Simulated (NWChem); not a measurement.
Two isomers of C4H4ClF, each optimised at PBE0/def2-SVP with NWChem. Flexible species stand in one conformer each, which need not be the lowest. 

A: C#CC[C@H](F)Cl
B: F[C@@H]1CC=C1Cl

Task: Which is lower in energy, by how much, and how do their other properties compare?

Result: B is lower by 15.0 kcal/mol in electronic energy; with zero-point energies, B − A = -13.9 kcal/mol.
```csv
,A,B
highest occupied level (eV),-7.92,-7.39
orbital gap (eV),8.64,7.10
dipole (D),2.07,2.17
highest harmonic frequency (cm⁻¹),3491,3253
zero-point energy (kcal/mol),43.3,44.5
```
